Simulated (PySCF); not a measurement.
[Sc(NH2)3] (charge 0, multiplicity 1)

These are TPSSh-D3(BJ)/def2-TZVP // BP86-D3(BJ)/def2-SVP run with PySCF values and carry that method's errors.

```yaml
HOMO: -5.77 eV
dipole_moment: 0.00 D
LUMO: -1.26 eV
HOMO–LUMO gap: 4.51 eV
charge on the central atom (Mulliken): 1.39 e
charge on the central atom (meta-Löwdin): 1.19 e
total_energy: -928.7839 Ha
cost: roughly 2.6 core-minutes
```

```xyz
10

Sc     0.1718     0.0223     0.1158
N     -0.2233     1.8882    -0.4600
H     -0.5387     2.1963    -1.3902
H     -0.1498     2.7376     0.1171
N      0.7766    -0.3386     1.9789
H      0.9203     0.3519     2.7286
H      1.0076    -1.2571     2.3821
N     -0.0338    -1.4876    -1.1672
H     -0.3356    -1.4253    -2.1495
H      0.1420    -2.4846    -0.9810
```
